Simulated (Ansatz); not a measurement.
Reaction (atomization): `FCO[SiH2][SiH3]` → C• + F• + 7 H• + O• + 2 Si•

Computed with Ansatz on PBE0-D4/def2-TZVP structures; ΔE is electronic, products minus reactants. CCSD(T)/CBS is the MP2 limit (def2-TZVPP, def2-QZVPP) plus CCSD(T) − MP2 in def2-TZVPP, frozen cores. This one scheme is used for every species, atoms too. Functionals use def2-TZVPP. Open shells (•) are unrestricted, without spin–orbit coupling. Spin–orbit coupling would lower the free atoms: a little for C, F, O, Si. Each species was taken in one conformer, which may not be the lowest.

What is ΔE at CCSD(T)/CBS? (An estimate is asked.)

The calculation gave: +970.2 kcal/mol.

What do these levels give: PBE-D4, r2SCAN-D4, ωB97M-V, B2PLYP, HF/def2-TZVPP, MP2/def2-TZVPP, SCS-MP2/def2-TZVPP, CCSD/def2-TZVPP, HF/def2-QZVPP, MP2/def2-QZVPP, HF/CBS(def2), CCSD/CBS(def2)? (An estimate is asked.)

The calculation gave: PBE-D4 974.9, r2SCAN-D4 969.3, ωB97M-V 969.7, B2PLYP 955.5, HF/def2-TZVPP 710.7, MP2/def2-TZVPP 953.0, SCS-MP2/def2-TZVPP 953.9, CCSD/def2-TZVPP 932.3, HF/def2-QZVPP 712.5, MP2/def2-QZVPP 968.4, HF/CBS(def2) 712.7, CCSD/CBS(def2) 958.2 kcal/mol.

Largest T1 diagnostic among the species: 0.013.

The D4 term adds +9.4 kcal/mol with B3LYP and +5.0 kcal/mol with PBE0; it sums over pairs of atoms, weighted by their polarisabilities, and B3LYP, whose exchange is more repulsive, gets the larger term. In def2-TZVPP, CCSD(T) changes the Hartree–Fock value by +233.7 kcal/mol (the triples alone add +12.1 kcal/mol) and MP2 by +242.3 kcal/mol; breaking electron pairs costs correlation energy, which Hartree–Fock lacks.

B3LYP here is the variant with VWN-RPA as its local correlation; programs differ in this.

For atomizations the MP2-based limit and the directly extrapolated one differ by several kJ/mol either way, and by 10 to 25 for some Ge, Se and Sn compounds, so smaller differences from it don't rank the levels.
